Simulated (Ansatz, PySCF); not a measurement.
Pair of molecules: GeH4O2 (SMILES [OH][GeH2][OH]) (first 7 atoms) with CH4 (SMILES C); geometry from B3LYP-D3(BJ)/def2-TZVP, rigid monomers moved along the line of their centres of mass till H7···C8 is 2.96 Å.
(charge 0, multiplicity 1):
```tsv
atom	x (Å)	y (Å)	z (Å)
O	1.0036	-0.9543	-0.0097
Ge	-0.4769	0.0225	-0.2424
O	-0.3037	1.5951	0.5834
H	1.7881	-0.5392	-0.3830
H	-0.6777	0.4025	-1.7147
H	-1.5773	-0.8407	0.3862
H	-0.1994	1.5004	1.5363
C	0.4462	-0.1425	3.9178
H	0.6184	-0.6838	4.8467
H	0.9156	0.8392	3.9900
H	0.8787	-0.6964	3.0858
H	-0.6287	-0.0309	3.7709
```

Interaction energies are E(AB) − E(A) − E(B) at the monomers' geometry in the complex; basis-set methods are counterpoise corrected. Rows marked so take none.

Frozen-core correlation. Filled d and f shells under p-block atoms count as core. Rows in STO-3G carry no dispersion term and start afresh at each structure; the Pople sets are all-electron and without relativity.

The values were computed with Ansatz (an electronic-structure program) with Gaussian orbitals; PySCF for STO-3G rows, the dispersion terms. 

### Question
One of these levels gives -1.78 kcal/mol for the interaction energy. Which one is it?
A. HF/STO-3G (no counterpoise)
B. SCS-MP2/aug-cc-pVDZ
C. PBE-D3(BJ)/def2-TZVPPD

### Answer
C, PBE-D3(BJ)/def2-TZVPPD. The others give -0.15 (HF/STO-3G (no counterpoise)), -0.89 (SCS-MP2/aug-cc-pVDZ)
